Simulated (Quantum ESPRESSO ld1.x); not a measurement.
Results of a calculation; reference values are marked as such.
Question: All-electron atom: O III in [He] 2s2 2p2 (the NIST ground configuration). Level of theory: non-relativistic Kohn-Sham, LDA (Slater exchange, VWN5 correlation), spin-polarised, spherical densities, point nucleus; open shells are filled with parallel spins first (ld1.x of Quantum ESPRESSO 7.5). Some entries of the table are withheld. Estimate them.

orbital,occ.,eigenvalue (Ry),<r> (bohr)
1s up,1,-40.7051,0.2010
1s down,1,-40.5554,0.2003
2s up,1,-4.38465,(1)
2s down,1,-4.05599,(2)
2p up,2,-3.31889,0.9859
2p down,0,-2.97165,1.029
3s up,0,-1.05575,3.074
3s down,0,-1.00510,3.193
3p up,0,(3),3.385
3p down,0,(4),3.559

Answer: 
(1) 2s up <r> (bohr): 1.026
(2) 2s down <r> (bohr): 1.051
(3) 3p up eigenvalue (Ry): -0.82886
(4) 3p down eigenvalue (Ry): -0.78399
